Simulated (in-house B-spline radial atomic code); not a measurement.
## Neutral scandium: [Ar] 3d1 4s2

All numbers are computed (Dirac-Kohn-Sham LC-wPBE, spherical fractional occupations; Fermi nucleus of rms radius 3.5459 fm) with a radial B-spline atomic code at the basis-set limit, not measured.

Effective charges: Z_r = [3n² - l(l+1)]/(2<r>) from the radius, Z_e = n√(-2ε) from the energy, and Slater's rules. Values are occupation-weighted means over j.

```tsv
shell	electrons	ε (eV)	<r> (bohr)	Z_r	Z_e	Slater
1s	2	-4404	0.07303	20.54	17.99	20.70
2s	2	-481.57	0.3433	17.48	11.90	16.85
2p	6	-395.27	0.3077	16.25	10.78	16.85
3s	2	-62.303	1.074	12.57	6.42	9.75
3p	6	-40	1.164	10.74	5.14	9.75
4s	2	-6.827	3.689	6.51	2.83	3.00
3d	1	-0.27655	2.307	4.55	0.43	3.00
```

The least bound orbital is 3d5/2 at -0.2669 eV, while the most diffuse is 4s1/2 (<r> = 3.689 bohr against 2.317 bohr): energy order and size order differ.

Spin-orbit splittings of the orbital energies (j = l + 1/2 above j = l - 1/2 when positive): 2p 4.639 eV, 3p 0.523 eV, 3d 0.02413 eV.

For the 1s electron the small component carries 0.565 % of the norm, the zero-frequency Breit interaction raises the level by 4.22 eV, self-energy by 1.979 eV, and vacuum polarisation lowers it by 0.15 eV.

Caution: exact exchange at fractional occupations of open shells leaves self-interaction of up to several eV.
